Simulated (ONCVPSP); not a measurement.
# An all-electron radial function and its pseudo partner (Sm (Z = 62))

Columns: radius, all-electron u(r) and pseudo u(r) of the 5p shell (level -26.19 eV) of samarium in the configuration [Kr] 4d10 4f6 5s2 5p6 6s1.5; PBEsol, scalar-relativistic, ONCV scheme, ONCVPSP 4.0.1.

```tsv
r (bohr)	all-electron	pseudo
0.128	0.1668	0.0080
0.255	0.1422	0.0342
0.382	-0.3289	0.0840
0.510	-0.4476	0.1630
0.638	-0.2425	0.2711
0.765	0.0769	0.4007
0.893	0.3834	0.5407
1.020	0.6189	0.6726
1.148	0.7770	0.7819
1.275	0.8639	0.8551
1.402	0.8958	0.8883
1.530	0.8873	0.8840
1.658	0.8509	0.8501
1.785	0.7976	0.7975
1.912	0.7346	0.7346
2.040	0.6670	0.6669
2.168	0.5991	0.5990
2.295	0.5339	0.5339
2.422	0.4727	0.4726
2.550	0.4157	0.4156
2.678	0.3639	0.3639
2.805	0.3177	0.3177
2.932	0.2765	0.2765
3.060	0.2398	0.2398
3.188	0.2075	0.2075
3.315	0.1794	0.1794
```

Q: How many radial nodes do the two functions have?

A: The all-electron 5p function has n − l − 1 = 3 (the table is too coarse to show those close to the nucleus); the pseudo-wave has 0, since the states of the same l below it are removed with the core.

Q: At about which radius was the pseudo-wave matched?

A: 2.10 bohr. The columns agree to 0.0005 from 1.78 bohr on; several derivatives are matched, so the curves merge somewhat inside the radius.

Q: Where does each function peak?

A: Outermost all-electron maximum near 1.40 bohr, pseudo maximum near 1.40 bohr (to the table’s step).

Q: Is the pseudo-wave norm-conserving?

A: Yes: the ONCV scheme keeps the norm inside the radius equal to the all-electron one, which fixes the energy derivative of the logarithmic derivative at the level.
